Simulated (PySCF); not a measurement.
## HgB⁺: one state, many levels of theory

State: ¹Σ⁺ (singlet), closed shell. Set-up: PySCF, scalar-relativistic core potentials, basis sets Hg def2-SVP with ECP60, B def2-SVP. De refers to Hg + B⁺ in their ground configurations, without counterpoise correction. A positive dipole points towards B; it is taken about the centre of mass and depends on that origin.

```
      Level  Re (Å)  ωe (cm⁻¹)  De (eV)  μ (D)
        RHF   2.552        256     0.96   4.09
    RHF-MP2   2.349        306     1.15    n/a
RHF-SCS-MP2   2.380        298     1.11    n/a
   RHF-CCSD   2.401        301     1.07    n/a
RHF-CCSD(T)   2.375        313     1.18    n/a
        PBE   2.344        320     1.86   3.75
       PW91   2.341        321     1.88   3.76
       BP86   2.354        315     1.76   3.88
     r²SCAN   2.329        332     1.81   3.62
       PBE0   2.366        318     1.68   3.69
       MN15   2.368        296     1.38   4.22
    LC-ωPBE   2.338        340     1.54   3.12
```

The bond length runs from 2.329 Å (r²SCAN) to 2.552 Å (RHF). De spans 0.96 eV (RHF, mean field) to 1.88 eV (PW91, GGA). Correlation at CCSD(T) changes the Hartree–Fock bond energy by +0.22 eV; the triples alone change it by +0.11 eV.

Correlated steps freeze 1 core orbital. Correlated levels converge slowly with the basis: in double zeta they bind strong bonds too weakly, by up to about 1 eV, and carry superposition errors of some tenths. Spin–orbit coupling is left out. For an ion De counts to the pair picked by the measured ionisation energies or electron affinities, which need not be the lowest pair at this level.
